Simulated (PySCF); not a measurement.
Excitations are Tamm–Dancoff values on a coarser integration grid. The basis has no diffuse functions, so Rydberg states are missing or too high.

Cartesian coordinates (Å):
```xyz
13

C     -1.2911     1.5033     0.0746
Ga    -0.0057    -0.0131     0.0056
C      1.9460     0.3643     0.0713
C     -0.6616    -1.8843    -0.1393
H     -2.3236     1.1722     0.1857
H     -1.0474     2.1764     0.8997
H     -1.2172     2.0896    -0.8454
H      2.2567     0.4587     1.1162
H      2.5339    -0.4382    -0.3756
H      2.1913     1.3045    -0.4249
H     -0.8669    -2.1100    -1.1901
H      0.0751    -2.6060     0.2151
H     -1.5936    -2.0267     0.4099
```
Charge 0, multiplicity 1.

Question: What S1 excitation (TDA), S1–T1 gap (TDA), brightest of the four lowest singlets (TDA), HOMO–LUMO gap and dipole moment does ωB97X-D3(BJ)/def2-TZVP // B3LYP-D3(BJ)/def2-TZVP (PySCF) give?

Answer: 
```
Quantity                                        Value
-------------------------------------------  --------
S1 excitation (TDA)                           5.62 eV
S1–T1 gap (TDA)                               0.28 eV
brightest of the four lowest singlets (TDA)   7.49 eV
HOMO–LUMO gap                                11.17 eV
dipole moment                                  0.01 D
```
